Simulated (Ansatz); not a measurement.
Two members of one family (Ge oxide hydroxide), computed with Ansatz in the gas phase. Binding counts from free atoms in the multiplicity of their measured ground term, without zero-point energy. The structures are stationary points that may keep the symmetry of their start. Remarks come from the PBE and PBE0 runs and from stability tests at other levels; not every state was tested.

First: GeO3H2 (singlet, charge 0, PBE-D4/def2-SVP geometry).

```xyz
6

Ge    0.257   -0.330    0.179
O     0.504    0.492   -1.368
O    -0.512    0.574    1.533
O    -1.421   -0.530    0.801
H    -0.196    1.161   -1.510
H     1.368   -1.367    0.365
```

```
                level  HOMO (eV)  LUMO (eV)  gap (eV)  binding per atom (eV)
LDA (SPW92)/def2-TZVP      -6.04      -3.25      2.80                   3.97
      PBE-D4/def2-SVP      -5.50      -2.62      2.88                   3.33
     PBE-D4/def2-TZVP      -5.83      -2.89      2.94                   3.35
    PBE-D4/def2-TZVPD      -5.94      -3.03      2.91                   3.36
     PBE0-D4/def2-SVP      -7.47      -1.33      6.14                   3.06
```

Remarks: restricted SCF unstable in HF.

Second: GeO4H4 (singlet, charge 0, PBE-D4/def2-SVP geometry).

```tsv
atom	x (Å)	y (Å)	z (Å)
Ge1	-0.1108	-0.0947	0.6368
O2	1.0843	0.5688	-0.5955
O3	0.7846	-1.1914	1.7090
O4	-1.3108	-1.0327	-0.2928
O5	0.1520	1.2152	-1.5445
H6	-1.3737	-0.6301	-1.1824
H7	1.0045	-2.0177	1.2365
H8	0.4596	2.1437	-1.4738
H9	-0.6898	1.0389	1.5067
```

Question: Estimate how these quantities change from the first to the second (second minus first).

Answer: 
| level | Δ HOMO (eV) | Δ LUMO (eV) | Δ gap (eV) | Δ binding per atom (eV) |
| --- | --- | --- | --- | --- |
| LDA (SPW92)/def2-TZVP | -0.55 | 1.02 | 1.58 | 0.15 |
| PBE-D4/def2-SVP | -0.56 | 1.12 | 1.68 | 0.19 |
| PBE-D4/def2-TZVP | -0.56 | 1.00 | 1.56 | 0.17 |
| PBE-D4/def2-TZVPD | -0.58 | 0.93 | 1.52 | 0.17 |
| PBE0-D4/def2-SVP | -0.54 | 1.17 | 1.71 | 0.27 |
